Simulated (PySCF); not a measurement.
# Electron correlation in La⁺ (lanthanum, charge +1)

[Xe] 5d1 6p1, one real determinant (an excited configuration). All numbers are calculated (PySCF 2.14, the spin-free X2C one-electron Hamiltonian (Gaussian nucleus), in ANO-RCC-VTZP (8s7p5d3f2g1h, 104 functions)). Frozen: [Kr] 4d10; 10 electrons correlated.

| level | correlation energy (mhartree) |
| --- | --- |
| CCSD | -233.47 |
| (T) | -7.74 |
| CCSD(T) | -241.21 |

Diagnostics: T1 = 0.014, D1 = 0.0566, largest double amplitude 0.051.

The real determinant used has ⟨L²⟩ near 8 against 12 for a pure F term, so it mixes terms. Spin-orbit coupling, absent here, splits the open shell strongly.

Cost of the coupled-cluster step: roughly 20 core-seconds, for 10 correlated electrons.

Iterations:

```
CC2 = 0
CCSD nocc = (np.int64(6), np.int64(4)), nmo = (81, 81)
frozen orbitals [[0, 1, 2, 3, 4, 5, 6, 7, 8, 9, 10, 11, 12, 13, 14, 15, 16, 17, 18, 19, 20, 21, 22], [0, 1, 2, 3, 4, 5, 6, 7, 8, 9, 10, 11, 12, 13, 14, 15, 16, 17, 18, 19, 20, 21, 22]]
max_cycle = 100
direct = 0
conv_tol = 1e-08
conv_tol_normt = 1e-06
diis_space = 8
diis_start_cycle = 0
Init t2, MP2 energy = -0.212840961740984
Init E_corr(UCCSD) = -0.212840961742924
cycle = 1  E_corr(UCCSD) = -0.228053265758337  dE = -0.015212304  norm(t1,t2) = 0.049263
cycle = 2  E_corr(UCCSD) = -0.232008414109437  dE = -0.00395514835  norm(t1,t2) = 0.0176396
cycle = 3  E_corr(UCCSD) = -0.233659696057355  dE = -0.00165128195  norm(t1,t2) = 0.0087256
cycle = 4  E_corr(UCCSD) = -0.233481164400984  dE = 0.000178531656  norm(t1,t2) = 0.00221186
cycle = 5  E_corr(UCCSD) = -0.23342148694539  dE = 5.96774556e-05  norm(t1,t2) = 0.00135884
cycle = 6  E_corr(UCCSD) = -0.233475618535486  dE = -5.41315901e-05  norm(t1,t2) = 0.000930542
cycle = 7  E_corr(UCCSD) = -0.233466766806375  dE = 8.85172911e-06  norm(t1,t2) = 0.000498376
cycle = 8  E_corr(UCCSD) = -0.233465056126386  dE = 1.71067999e-06  norm(t1,t2) = 0.000129688
cycle = 9  E_corr(UCCSD) = -0.233465435829209  dE = -3.79702822e-07  norm(t1,t2) = 3.39946e-05
cycle = 10  E_corr(UCCSD) = -0.233465281301416  dE = 1.54527793e-07  norm(t1,t2) = 1.9961e-05
cycle = 11  E_corr(UCCSD) = -0.233464999374101  dE = 2.81927315e-07  norm(t1,t2) = 4.31401e-05
cycle = 12  E_corr(UCCSD) = -0.233465114060218  dE = -1.14686117e-07  norm(t1,t2) = 7.79397e-06
cycle = 13  E_corr(UCCSD) = -0.233465207057388  dE = -9.29971706e-08  norm(t1,t2) = 3.06922e-06
cycle = 14  E_corr(UCCSD) = -0.233465220935405  dE = -1.38780168e-08  norm(t1,t2) = 4.72035e-06
cycle = 15  E_corr(UCCSD) = -0.233465248103805  dE = -2.71684e-08  norm(t1,t2) = 1.30987e-06
cycle = 16  E_corr(UCCSD) = -0.23346523636309  dE = 1.1740715e-08  norm(t1,t2) = 3.46602e-07
cycle = 17  E_corr(UCCSD) = -0.233465236556535  dE = -1.93444982e-10  norm(t1,t2) = 4.75261e-07
UCCSD converged
E(UCCSD) = -8488.882919380072  E_corr = -0.2334652365565351
UCCSD(T) correction = -0.0077362007764062
```

The basis was made for the ground configuration and has no added diffuse functions, which can raise the energy of the promoted electron.

The reference is one real determinant that mixes LS terms of this configuration.
